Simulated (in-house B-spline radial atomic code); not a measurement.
## How G0W0 and RPA depend on the start: the cobalt ion Co⁴⁺

Configuration [Ar] 3d5, highest spin. Computed with a B-spline radial code for spherical atoms: all electrons, scalar-relativistic (spin-free one-electron X2C), finite nucleus, each spin shell either full or empty, empty states to l = 9 with an (l + 1/2)⁻⁴ tail; G0W0 by contour deformation at full frequency.

| start | mean-field 3d up (eV) | G0W0 (eV) | QP weight | RPA correlation (Eh) |
| --- | --- | --- | --- | --- |
| Hartree-Fock | -80.94 | -80.21 | 0.970 | -1.44 |
| LDA VWN5 | -68.48 | -79.66 | 0.940 | -1.5908 |
| PBE | -68.29 | -79.55 | 0.940 | -1.588 |
| PBE0 | -71.69 | -79.77 | 0.952 | -1.5461 |
| r2SCAN | -69.01 | -79.54 | 0.946 | -1.5602 |
| HSE06 | -71.22 | -79.77 | 0.951 | -1.5493 |
| B3LYP (VWN-RPA) | -71.00 | -79.76 | 0.950 | -1.5555 |
| SCAN | -68.97 | -79.48 | 0.946 | -1.5588 |
| TPSS | -68.23 | -79.57 | 0.941 | -1.5786 |
| BHandHLYP | -74.91 | -79.96 | 0.960 | -1.5088 |
| CAM-B3LYP | -73.01 | -79.95 | 0.955 | -1.5395 |
| LC-wPBE | -73.85 | -80.09 | 0.958 | -1.5401 |
| wB97X | -73.64 | ? | ? | ? |
| PBEsol | -68.25 | ? | ? | ? |
| BLYP | -68.09 | -79.56 | 0.939 | -1.5894 |
| r2SCAN0 | -72.24 | -79.74 | 0.955 | -1.5279 |
| LDA exchange-only | -66.98 | -79.82 | 0.936 | -1.5913 |

**Question.** What G0W0 level, weight and RPA correlation energy follow from the wB97X start?

**Answer.** G0W0 level -79.83 eV, weight 0.959, RPA correlation -1.5306 hartree.

**Question.** What G0W0 level, weight and RPA correlation energy follow from the PBEsol start?

**Answer.** G0W0 level -79.59 eV, weight 0.940, RPA correlation -1.5887 hartree.

**Question.** How much of the dependence on the start does G0W0 remove?

**Answer.** The mean-field levels span 14 eV and the G0W0 levels 0.736 eV. Against 79.5 ± 0.2 eV (NIST, semi-empirical) the G0W0 removal energies are off by -0.02 to +0.71 eV, with spin-orbit coupling, Breit and QED terms left out.
